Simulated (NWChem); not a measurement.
System: SiNH$_{4}$, doublet; SMILES [NH][SiH3]

All runs: NWChem. Pople sets run with spherical d functions. Spin-unrestricted. All runs use the structure optimised with B3LYP/6-31G* (spherical d), spin-unrestricted. No stability test was run on the SCF state. Level TPSS/6-31G*: single points from the atomic guess with DIIS by default; each run changes one setting, and all converged runs end within 0.3 mHa of each other. NWChem's automatic level shift, which a small gap switches on, acted in some of these runs.

Task: Which setting needs the most SCF iterations, or fails (defaults; DIIS on 20 Fock matrices; core-Hamiltonian guess; no DIIS, 40 % damping; occupation smearing of 0.005 Ha)?

Result: core-Hamiltonian guess, with 41 against 8 for the defaults.
```tsv
setting	SCF iterations
defaults	8
occupation smearing of 0.005 Ha	8
core-Hamiltonian guess	41
no DIIS, 40 % damping	21
DIIS on 20 Fock matrices	8
```
